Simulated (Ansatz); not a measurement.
Geometry optimisation, Ansatz, RKS PBE-D4/def2-SVP.

Input file:

```yaml
crystal:
  periodic: [false, false, false]
  atoms:
    - { symbol: Ga, position_ang: [-0.866474, 0.926916, 0.637935] }
    - { symbol: H, position_ang: [1.430747, -0.549961, 1.153446] }
    - { symbol: O, position_ang: [1.889892, -0.157698, 0.366241] }
    - { symbol: H, position_ang: [1.24883, -0.43237, -0.336574] }
    - { symbol: O, position_ang: [-0.663896, -0.549615, -0.488585] }
    - { symbol: H, position_ang: [-1.354698, -1.035873, -0.970463] }
basis:
  gaussian: { orbitals: def2-SVP }
hamiltonian:
  xc: pbe
  dispersion: d4
relax:
  f_tol: 0.03
  max_steps: 50
output:
  orbitals: {}
```

Command:

```bash
$ ansatz run input.yaml --threads 1 --pin off --max-ram 2048MiB --backend cpu --events-out ev --progress --plain --runs-dir out
```

**Question.** Where does it end, and by what steps?

**Answer.** It converged. After 9 steps the energy has fallen by 0.247 eV; O3 moved furthest, 0.39 Å.

```
step  energy less start (eV)  largest force component (eV/Å)  accepted
   0                  0.0000                           0.767       yes
   1                 -0.0196                           2.064       yes
   2                 -0.0713                           2.313       yes
   3                 -0.1849                           1.073       yes
   4                 -0.2340                           0.200       yes
   5                 -0.2421                           0.189       yes
   6                 -0.2461                           0.106       yes
   7                 -0.2468                           0.048       yes
   8                 -0.2466                           0.036        no
   9                 -0.2470                           0.005       yes
```

```xyz
6
Properties=species:S:1:pos:R:3
Ga -0.643 0.875 0.611
H 1.800 -0.526 1.170
O 1.545 0.017 0.398
H 1.007 -0.601 -0.186
O -0.640 -0.647 -0.532
H -1.385 -0.916 -1.098
```

Time of the run: 9.5 s on 1 thread of Intel(R) Xeon(R) 6975P-C (Granite Rapids), with other jobs on the host, peak memory 0.14 GiB.
